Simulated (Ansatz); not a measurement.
Born–Oppenheimer molecular dynamics of Cl₂H₂OZn (6 atoms, charge 0, multiplicity 1). It starts at the highest image of a converged band, a first-order saddle point between two minima.

Computed with Ansatz, RHF/def2-SVP.

```json
{
 "ensemble": "NVE (velocity Verlet)",
 "time step": "0.5 fs",
 "steps asked": "200",
 "starting velocities drawn for": "100 K",
 "seed": "8470"
}
```

Frames 5 fs apart, positions in Å, forces in eV/Å.

Velocities at 20 fs (Å/ps):

```
Zn 1.15 0.54 -0.38
O -3.82 -1.47 0.34
H 8.03 3.18 -5.84
Cl -1.37 -0.56 0.27
Cl 0.76 0.22 0.56
H -0.33 -2.45 -4.35
```

```xyz
6
Properties=species:S:1:pos:R:3:forces:R:3 time_fs=20 energy_less_start_eV=0.019 T=63
Zn 0.172 0.048 -0.017 -0.18 -0.09 -0.32
O -0.102 -0.053 1.802 -0.13 0.00 -0.07
H -0.919 -0.204 2.242 -0.15 -0.04 0.21
Cl -0.376 -0.109 -2.108 0.13 0.05 0.29
Cl 2.406 0.661 1.139 0.26 0.09 0.09
H 1.397 0.390 1.992 0.07 0.00 -0.20
6
Properties=species:S:1:pos:R:3:forces:R:3 time_fs=25 energy_less_start_eV=0.020 T=61
Zn 0.177 0.050 -0.019 -0.30 -0.12 -0.21
O -0.118 -0.060 1.801 -0.98 -0.15 0.36
H -0.947 -0.203 2.264 0.87 0.13 -0.43
Cl -0.382 -0.111 -2.106 0.14 0.05 0.27
Cl 2.410 0.662 1.142 0.41 0.11 -0.13
H 1.396 0.377 1.959 -0.13 -0.03 0.14
6
Properties=species:S:1:pos:R:3:forces:R:3 time_fs=30 energy_less_start_eV=0.020 T=63
Zn 0.181 0.052 -0.022 -0.33 -0.12 -0.05
O -0.140 -0.067 1.800 1.04 0.21 -0.77
H -0.926 -0.197 2.273 -0.90 -0.16 0.55
Cl -0.388 -0.114 -2.102 0.14 0.05 0.21
Cl 2.418 0.664 1.145 0.01 -0.02 0.06
H 1.375 0.358 1.946 0.05 0.04 0.01
6
Properties=species:S:1:pos:R:3:forces:R:3 time_fs=35 energy_less_start_eV=0.020 T=61
Zn 0.184 0.054 -0.026 -0.36 -0.12 0.06
O -0.156 -0.073 1.794 0.03 0.06 0.01
H -0.945 -0.201 2.307 0.33 0.04 -0.28
Cl -0.392 -0.116 -2.096 0.12 0.05 0.11
Cl 2.425 0.666 1.147 -0.28 -0.10 0.18
H 1.361 0.347 1.937 0.16 0.08 -0.08
6
Properties=species:S:1:pos:R:3:forces:R:3 time_fs=40 energy_less_start_eV=0.028 T=46
Zn 0.186 0.055 -0.029 -0.44 -0.14 0.19
O -0.169 -0.078 1.786 -0.06 0.05 0.13
H -0.949 -0.206 2.316 0.46 0.06 -0.46
Cl -0.396 -0.117 -2.090 0.11 0.04 0.00
Cl 2.431 0.668 1.151 -0.02 -0.02 -0.04
H 1.378 0.353 1.918 -0.05 0.01 0.19
6
Properties=species:S:1:pos:R:3:forces:R:3 time_fs=45 energy_less_start_eV=0.033 T=37
Zn 0.186 0.056 -0.031 -0.40 -0.14 0.25
O -0.176 -0.080 1.775 1.38 0.30 -0.75
H -0.939 -0.211 2.282 -1.01 -0.19 0.52
Cl -0.399 -0.118 -2.084 0.09 0.04 -0.12
Cl 2.436 0.669 1.154 -0.10 -0.04 0.04
H 1.390 0.363 1.934 0.03 0.02 0.06
6
Properties=species:S:1:pos:R:3:forces:R:3 time_fs=50 energy_less_start_eV=0.024 T=55
Zn 0.185 0.056 -0.033 -0.31 -0.12 0.17
O -0.174 -0.081 1.762 -0.43 -0.02 0.56
H -0.984 -0.229 2.249 0.69 0.12 -0.52
Cl -0.401 -0.120 -2.079 0.07 0.03 -0.23
Cl 2.441 0.670 1.158 -0.17 -0.04 0.16
H 1.410 0.377 1.964 0.14 0.03 -0.13
6
Properties=species:S:1:pos:R:3:forces:R:3 time_fs=55 energy_less_start_eV=0.015 T=71
Zn 0.182 0.056 -0.034 -0.25 -0.11 0.09
O -0.171 -0.080 1.751 -0.03 0.04 0.25
H -1.000 -0.244 2.172 0.08 0.00 -0.05
Cl -0.403 -0.120 -2.075 0.06 0.03 -0.31
Cl 2.445 0.670 1.163 0.30 0.10 -0.15
H 1.453 0.396 1.975 -0.17 -0.06 0.17
6
Properties=species:S:1:pos:R:3:forces:R:3 time_fs=60 energy_less_start_eV=0.026 T=50
Zn 0.179 0.055 -0.034 -0.11 -0.07 -0.03
O -0.167 -0.078 1.743 0.64 0.18 -0.03
H -1.008 -0.261 2.095 -0.74 -0.18 0.45
Cl -0.404 -0.121 -2.073 0.05 0.03 -0.35
Cl 2.451 0.672 1.167 0.09 0.04 0.09
H 1.471 0.404 2.010 0.08 0.00 -0.12
6
Properties=species:S:1:pos:R:3:forces:R:3 time_fs=65 energy_less_start_eV=0.038 T=27
Zn 0.175 0.054 -0.035 -0.06 -0.06 -0.10
O -0.163 -0.075 1.739 -1.23 -0.27 0.69
H -1.045 -0.287 2.058 1.03 0.24 -0.17
Cl -0.405 -0.121 -2.073 0.05 0.03 -0.37
Cl 2.457 0.673 1.171 0.22 0.08 0.00
H 1.498 0.410 2.025 -0.01 -0.02 -0.05
6
Properties=species:S:1:pos:R:3:forces:R:3 time_fs=70 energy_less_start_eV=0.029 T=45
Zn 0.171 0.053 -0.036 -0.07 -0.05 -0.01
O -0.165 -0.074 1.741 0.28 0.10 0.04
H -1.019 -0.301 2.047 -0.47 -0.13 0.38
Cl -0.406 -0.122 -2.076 0.06 0.03 -0.35
Cl 2.465 0.675 1.175 0.36 0.11 -0.15
H 1.521 0.409 2.030 -0.16 -0.06 0.08
6
Properties=species:S:1:pos:R:3:forces:R:3 time_fs=75 energy_less_start_eV=0.015 T=71
Zn 0.167 0.052 -0.037 -0.11 -0.06 0.12
O -0.169 -0.072 1.746 0.16 0.06 0.07
H -1.008 -0.320 2.089 -0.21 -0.06 0.21
Cl -0.406 -0.122 -2.082 0.07 0.03 -0.30
Cl 2.475 0.678 1.179 -0.04 0.00 0.15
H 1.519 0.399 2.042 0.13 0.03 -0.25
```

Of the whole run (100 fs, mean temperature of the second half 63 K): The conserved energy stayed within 0.073 meV per atom of its start (net change 0.073 meV per atom), so the integration is sound. A run of 0.1 ps of so small a system gives no equilibrium averages. The orbitals stay closed-shell, which can raise the energy where a bond breaks towards radicals; this wasn't checked here.

Run time: 2.9 min on 1 thread of AMD EPYC 9R45 96-Core Processor (Zen 5) (shared host), peak memory 0.2 GiB.
